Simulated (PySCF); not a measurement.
C₂H₈N, SMILES CC[NH3+], charge +1.

The structure is a stationary point at B3LYP-D3(BJ)/def2-SVP. The isomer is the one that the SMILES or the coordinates give; other isomers of the formula were not compared.

The numbers are results of TDDFT-PBE/def2-SVPD (PySCF), not measurements.

Vertical excitations. The molecule is in vacuum. State labels are in the subgroup Cs.

```
state  symmetry  energy (eV)  λ (nm)      f                          main pairs
-----  --------  -----------  ------  -----  ----------------------------------
S1           A"         7.89     157  0.001                     HOMO→LUMO 100 %
S2           A'         8.43     147  0.055                    HOMO−1→LUMO 99 %
S3           A'         8.94     139  0.004                   HOMO−2→LUMO 100 %
S4           A"         9.50     130  0.022                    HOMO→LUMO+1 99 %
S5           A'         9.61     129  0.035                    HOMO→LUMO+2 98 %
S6           A"         9.74     127  0.000                    HOMO→LUMO+3 99 %
S7           A'         9.98     124  0.030                  HOMO−1→LUMO+1 97 %
S8           A"        10.01     124  0.023                  HOMO−1→LUMO+2 99 %
S9           A'        10.19     122  0.008                  HOMO−1→LUMO+3 97 %
S10          A"        10.29     120  0.001                    HOMO−3→LUMO 99 %
T1           A"         7.80     159      0                     HOMO→LUMO 100 %
T2           A'         8.24     151      0                   HOMO−1→LUMO 100 %
T3           A'         8.80     141      0                   HOMO−2→LUMO 100 %
T4           A"         9.37     132      0  HOMO→LUMO+1 81 %, HOMO→LUMO+3 17 %
```
Triplets are in the Tamm–Dancoff approximation, which puts them higher than full response would, so one can lie above its singlet here.
